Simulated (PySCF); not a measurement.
Compound: C3H10BN.
Z-matrix (Å and degrees, GFN2-xTB geometry), rows numbered from 1:
```
C 
C   1  1.3254
B   2  1.5953  1  129.48
N   3  1.6380  2  107.23  1    -1.03
C   4  1.4571  3  115.23  2   179.52
H   1  1.0811  2  122.97  3   179.96
H   1  1.0838  2  123.40  3     0.02
H   2  1.0863  1  115.84  3   179.96
H   3  1.1944  2  111.97  1   115.18
H   3  1.1943  2  112.02  1  -117.20
H   4  1.0158  3  105.57  2   -57.54
H   4  1.0158  3  105.40  2    56.76
H   5  1.0926  4  112.17  3   179.58
H   5  1.0881  4  109.03  3    58.42
H   5  1.0881  4  108.95  3   -59.27
```

Vertical excitations from PySCF (density fitting, frozen core in the response, grid level 2 and gas phase unless stated; continuum runs use non-equilibrium linear response for the excitations) on a GFN2-xTB geometry. Reference run:

```
                                   settings    S1, eV (f)    S2, eV (f)    S3, eV (f)    S4, eV (f)    S5, eV (f)    S6, eV (f)  T1, eV (Tamm–Dancoff)  mean α (au)
CAM-B3LYP/def2-SVPD, full TDDFT, 8 singlets  5.90 (0.007)  7.03 (0.254)  7.13 (0.004)  7.17 (0.010)  7.22 (0.036)  7.22 (0.031)                   4.53         64.5
```

**Question.** What do these settings give: (1) wB97X/def2-SVPD, IEF-PCM methanol, grid level 1, TDA, 3 singlets; (2) B97-D/IGLO-II, IEF-PCM chloroform, damping 0.1 at the start, DIIS from the seventh cycle, full TDDFT, 1 singlet?

**Answer.** 
| settings | S1, eV (f) | S2, eV (f) | S3, eV (f) | S4, eV (f) | S5, eV (f) | S6, eV (f) | T1, eV (Tamm–Dancoff) | mean α (au) |
| --- | --- | --- | --- | --- | --- | --- | --- | --- |
| wB97X/def2-SVPD, IEF-PCM methanol, grid level 1, TDA, 3 singlets | 7.02 (0.015) | 7.15 (0.006) | 7.47 (0.674) | – | – | – | – | 86.4 |
| B97-D/IGLO-II, IEF-PCM chloroform, damping 0.1 at the start, DIIS from the seventh cycle, full TDDFT, 1 singlet | 5.97 (0.003) | – | – | – | – | – | 4.58 | 75.4 |

(1) S1 moves by +1.12 eV; functional, environment and response scheme change together, so the shift can't be laid on one. (2) S1 moves by +0.07 eV; functional, basis and environment change together, so the shift can't be laid on one. States are counted by energy in each run and needn't keep their character from row to row.

**Question.** Give the leading configurations of S1 (H = HOMO, L = LUMO) and the HOMO–LUMO gap of each run.

**Answer.** 
```
                                                                                                       settings  S1 configurations (weight)  S1 (eV)  orbital gap (eV)  S1 − gap (eV)
                                                                    CAM-B3LYP/def2-SVPD, full TDDFT, 8 singlets        H→L 0.88, H→L+1 0.10     5.90              8.62          -2.72
                                               wB97X/def2-SVPD, IEF-PCM methanol, grid level 1, TDA, 3 singlets        H→L 0.74, H→L+3 0.14     7.02             11.56          -4.54
B97-D/IGLO-II, IEF-PCM chloroform, damping 0.1 at the start, DIIS from the seventh cycle, full TDDFT, 1 singlet                  H→L+1 1.00     5.97              5.56          +0.41
```

The structure is a single GFN2-xTB conformer; no vibrational corrections.
